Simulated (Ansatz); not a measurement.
One change: `[CH3][Hf]12345678([F])([C@H]9[C@@H]1[C@@H]2[C@@H]3[C@H]94)[C@H]1[C@@H]5[C@@H]6[C@@H]7[C@H]18` becomes `[CH3][Ti]12345678([F])([C@H]9[C@@H]1[C@@H]2[C@@H]3[C@H]94)[C@H]1[C@@H]5[C@@H]6[C@@H]7[C@H]18`.

Ansatz, PBE0-D4/def2-TZVP geometries, multiplicity 1. 

Elements past krypton have def2 core potentials. Scalar relativity is left out up to krypton.

| property | `[CH3][Hf]12345678([F])([C@H]9[C@@H]1[C@@H]2[C@@H]3[C@H]94)[C@H]1[C@@H]5[C@@H]6[C@@H]7[C@H]18` |
| --- | --- |
| size of the dipole moment (PBE/def2-TZVPP) / D | 2.31 |
| HOMO–LUMO gap (ωB97M-V/def2-TZVPP) / eV | 10.24 |
| HOMO energy (PBE/def2-TZVPP) / eV | -5.87 |
| HOMO energy (PBE0/def2-TZVPP) / eV | -6.88 |
| LUMO energy (PBE0/def2-TZVPP) / eV | -0.67 |
| LUMO energy (B3LYP/def2-TZVPP) / eV | -0.88 |

Q: Give the same properties after the change, and the shifts. (Best estimate.)

A: The calculation gave: 
```csv
property,`[CH3][Ti]12345678([F])([C@H]9[C@@H]1[C@@H]2[C@@H]3[C@H]94)[C@H]1[C@@H]5[C@@H]6[C@@H]7[C@H]18`,shift
size of the dipole moment (PBE/def2-TZVPP) / D,2.29,-0.02
HOMO–LUMO gap (ωB97M-V/def2-TZVPP) / eV,9.44,-0.80
HOMO energy (PBE/def2-TZVPP) / eV,-5.63,0.24
HOMO energy (PBE0/def2-TZVPP) / eV,-6.61,0.27
LUMO energy (PBE0/def2-TZVPP) / eV,-1.41,-0.74
LUMO energy (B3LYP/def2-TZVPP) / eV,-1.68,-0.80
```

With PBE0 the HOMO rises by 0.27 eV and the LUMO falls by 0.74 eV, so the gap narrows by about 1.01 eV. PBE moves the HOMO by 0.24 eV and ωB97M-V by 0.27 eV. Dipoles are sizes alone; their direction can turn.

B3LYP here is the variant with VWN-RPA as its local correlation; programs differ in this.

Positive LUMOs are unbound, so they and the gaps depend on the basis.
